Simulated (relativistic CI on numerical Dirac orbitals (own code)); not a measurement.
Radial parameters of Ho XXX

Method of calculation: Dirac-Coulomb-Breit CI, orbitals from a KLI potential per configuration, model QED, unscaled Slater integrals (own radial code, finite nucleus).

Slater integrals F^k, G^k are unscaled and averaged over j, outside the closed core [Ar] 3d10; ζ comes from projecting the Hamiltonian with its Breit term on Σ l·s of the shell.

- 4s²4p⁶4d²: F^2(4d,4d) = 203440, F^4(4d,4d) = 138520, ζ(4d) = 34261 cm⁻¹; <r>(4d) = 0.495, <r^2>(4d) = 0.2798 (bohr units).
- 4s²4p⁵4d³: ζ(4p) = 277700, F^2(4d,4d) = 203410, F^4(4d,4d) = 138490, F^2(4p,4d) = 205390, G^1(4p,4d) = 256090, G^3(4p,4d) = 163800, ζ(4d) = 34114 cm⁻¹; <r>(4p) = 0.4894, <r^2>(4p) = 0.2708, <r>(4d) = 0.495, <r^2>(4d) = 0.2799 (bohr units).
- 4s²4p⁶4d4f: ζ(4d) = 34234, F^2(4d,4f) = 203860, F^4(4d,4f) = 133220, G^1(4d,4f) = 213670, G^3(4d,4f) = 146640, G^5(4d,4f) = 107580, ζ(4f) = 5109.7 cm⁻¹; <r>(4d) = 0.4954, <r^2>(4d) = 0.2803, <r>(4f) = 0.4728, <r^2>(4f) = 0.2537 (bohr units).

Q: Give the Racah parameters of the d shell in 4s²4p⁶4d².

A: B = F²/49 − 5F⁴/441 = 2581 cm⁻¹ and C = 35F⁴/441 = 10994 cm⁻¹.

Averages of the first 10 configurations, taken without configuration mixing, which lowers the lowest level and can move excited configurations by several eV; other configurations of the list can lie among them:

| Configuration | Parity | States | Average energy above the lowest level (eV) |
| --- | --- | --- | --- |
| 4s²4p⁶4d² | even | 45 | 18.0 |
| 4s²4p⁵4d³ | odd | 720 | 177.6 |
| 4s²4p⁶4d4f | odd | 140 | 185.7 |
| 4s4p⁶4d³ | even | 240 | 304.1 |
| 4s²4p⁵4d²4f | even | 3780 | 343.2 |
| 4s4p⁶4d²4f | odd | 1260 | 470.0 |
| 4s²4p⁶4d5s | even | 20 | 347.3 |
| 4s²4p⁶4f5s | odd | 28 | 515.0 |
| 4s²4p⁶4d5p | odd | 60 | 398.8 |
| 4s²4p⁶4f² | even | 91 | 355.5 |
